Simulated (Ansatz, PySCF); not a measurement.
Reaction R1 → 2 P1, each structure at its B3LYP-D3(BJ)/def2-TZVP stationary point, reached from a drawn start (curvature not checked).
R1: H2O2 (SMILES OO), charge 0, multiplicity 1.
P1: OH (SMILES [OH]), charge 0, multiplicity 2.

P less R. No zero-point or thermal terms; singlets are restricted closed shells; open shells are unrestricted; no spin–orbit coupling.

Correlated levels freeze the cores.

Codes used: Ansatz (a program for electronic structure) with Gaussian orbitals; PySCF for the D3/D4 terms. All values are computed, each at the level named.

```
level                        reaction energy (kcal/mol)
---------------------------  --------------------------
HF/cc-pVQZ                                        -1.97
PBE/def2-TZVPP                                    63.04
r2SCAN/def2-TZVPP                                 51.58
r2SCAN-D3(BJ)/def2-TZVPP                          51.66
B97M-V/def2-TZVPP                                 52.17
CAM-B3LYP-D3(BJ)/def2-TZVPP                       52.54
B2PLYP/def2-TZVPP                                     ?
B2PLYP-D4/def2-TZVPP                                  ?
CCSD(T)/cc-pVQZ                                       ?
```

Problem. Complete the blanks.

Solution. 
- B2PLYP/def2-TZVPP, reaction energy (kcal/mol): 52.04
- B2PLYP-D4/def2-TZVPP, reaction energy (kcal/mol): 52.26
- CCSD(T)/cc-pVQZ, reaction energy (kcal/mol): 53.30
